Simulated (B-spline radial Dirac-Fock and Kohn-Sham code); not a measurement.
**Dipole and non-dipole photoemission parameters of Er²⁺ 2p1/2**

System: Er²⁺, [Xe] 4f12; threshold 9290.5 eV (orbital energy of the model). Calculated with a radial atomic solver, using Dirac-Hartree-Slater photoionisation with a Latter tail; cross sections with all multipoles, angular parameters from the dipole term and its interference with E2.

Input file task.json (cfg lists n, l and occupation; rrms is the nuclear radius in fm):

```json
{"items": [{
  "Z": 68,
  "q": 2,
  "cfg": [[1, 0, 2], [2, 0, 2], [2, 1, 6], [3, 0, 2], [3, 1, 6], [3, 2, 10], [4, 0, 2], [4, 1, 6], [4, 2, 10], [4, 3, 12], [5, 0, 2], [5, 1, 6]],
  "A": 166,
  "rrms": 5.2516,
  "do": "xps",
  "hv": [59.2, 87.6, 111.0, 150, 180.0, 282.0, 355.0, 400, 428.0, 443.0, 482.0, 594.0, 622.0, 800, 1486.9, 1560.0, 2300.0, 3630.0, 4080.0, 5414.7, 5730.0, 6000, 9620.0, 9720.0, 10200.0, 12000, 12200.0, 12700.0, 13600.0, 15000]
}]}
```

Command: `python xray2_run.py task.json out`

For linearly polarised light dσ/dΩ = σ/(4π) [1 + β P₂(cos θ) + (δ + γ cos²θ) sin θ cos φ], with θ from the polarisation vector and φ the angle between the beam and the projection of the electron momentum on the plane normal to the polarisation.

```csv
hν (eV),σ (kb),β,γ,δ
9620,22.6,1.097,-0.614,-0.033
9720,22.0,1.148,-0.586,-0.024
10200,19.5,1.281,-0.403,0.002
12000,?,?,?,?
12200,12.2,1.417,0.242,0.041
12700,10.9,1.426,0.368,0.047
13600,9.08,1.433,0.572,0.055
15000,6.94,1.431,0.845,0.067
```

Question: Give the values at 12000 eV.

Answer: σ = 12.7 kb, β = 1.412, γ = 0.189, δ = 0.039.
